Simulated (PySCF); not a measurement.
N+: excitation energy

N+ [He] 2s2 2p2 (3P) → N+ [He] 2s1 2p3 (5S), as a difference of total energies. Calculation: PySCF 2.14, in aug-cc-pVDZ (4s3p2d, 23 functions); no relativity, point nucleus. Correlated levels: valence: 1s2 frozen. The calculations carry no spin-orbit coupling.

```tsv
method	excitation energy (eV)	error (eV)
UHF	4.090	-1.700
MP2 (valence)	5.084	-0.706
SCS-MP2 (valence)	5.507	-0.283
CCSD (valence)	5.573	-0.217
CCSD(T) (valence)	5.594	-0.196
CCSDT (valence)	5.600	-0.190
FCI (valence)	5.601	-0.189
```

Reference: 5.790 eV (measured; NIST levels, between the centres of gravity of the two terms).

Errors of the correlated levels include the incompleteness of this basis and the frozen core.
